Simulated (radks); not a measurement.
Results of a calculation; reference values are marked as such.
The scandium ion Sc8+, configuration [Ne] 3s2 3p1 (the NIST ground configuration). Code: a radial shooting solver on a logarithmic mesh with Libxc functionals. Model: scalar-relativistic Kohn-Sham, r2SCAN, spin-polarised, spherical densities, finite nucleus; open shells are filled with parallel spins first; meta-GGA in the generalised Kohn-Sham scheme; Fermi nuclear charge, rms radius 3.5459 fm. Some entries of the table are withheld. Estimate them.

orbital  occ.  eigenvalue (eV)  r(max) (bohr)
1s up       1        -4591.158        0.04781
1s down     1        -4590.465        0.04781
2s up       1        -646.7320         0.2821
2s down     1        -646.3319         0.2822
2p up       3        -559.4691         0.2311
2p down     3        -558.6912         0.2313
3s up       1        -194.1043         0.8660
3s down     1        -190.1969         0.8655
3p up       1        -169.3381         0.8750
3p down     0        -165.6638         0.8740
3d up       0        -133.0783            (1)
3d down     0        -129.9956            (2)
4s up       0         -83.6106          1.903
4s down     0         -79.3351          1.818
4p up       0         -75.0475          2.037

Answer. 
(1) 3d up r(max) (bohr): 0.8023
(2) 3d down r(max) (bohr): 0.7965
